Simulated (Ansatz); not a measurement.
Ideal-gas functions of C$_{2}$H$_{3}$FSSi, SMILES `F[SiH]1CC1=S` at 400 K and 1 bar, from an Ansatz frequency run at PBE0-D4/def2-TZVP.

Molar mass 106.2 g/mol, point group C1 (symmetry number 1), electronic degeneracy 1, moments of inertia 55.995, 309.094, 333.65 u Å². Harmonic wavenumbers (cm⁻¹, unscaled): 87, 209, 227, 365, 537, 560, 605, 666, 780, 892, 928, 941, 1024, 1329, 1375, 2280, 3045, 3161.

Use S(trans) = R[1.5 ln M + 2.5 ln T − 1.1517]; rotational temperatures θ = 24.2544 K / I; S(rot) = R[ln(√π/σ · √(T³/θAθBθC)) + 1.5]; for each mode x = 1.438777 ν̃/T, S = R[x/(eˣ − 1) − ln(1 − e⁻ˣ)] and H = RT x/(eˣ − 1); 1 cm⁻¹ = 0.0119627 kJ/mol; R = 8.31446 J/(mol·K).

Problem. By hand: the entropy, in J/(mol·K).

Solution. Translation 173.1. Rotation: θ = 0.4332, 0.0785, 0.0727 K, giving 116.9. Vibration, mode by mode: 18.01, 10.88, 10.23, 6.62, 4.02, 3.77, 3.32, 2.79, 2.02, 1.47, 1.32, 1.27, 1.00, 0.41, 0.35, 0.02, 0.00, 0.00, in all 67.5. Electronic 0.0. Sum 357.5 J/(mol·K).

Problem. By hand: H − E and G − E in kJ/mol, counted from the electronic energy.

Solution. Zero-point energy ½ × 19011 × 0.0119627 = 113.7; thermal vibration 15.1; translation, rotation and pV give 4 RT = 13.3. H − E = 142.1 kJ/mol, and G − E = 142.1 − 400 × 357.5/1000 = -0.9 kJ/mol.

Vibration gives 19 % of the entropy, 18.0 J/(mol·K) of it from the mode under 150 cm⁻¹: soft modes count most, and the harmonic formula is weakest for them. The sum counts one conformer and one mirror image; others add a mixing term.
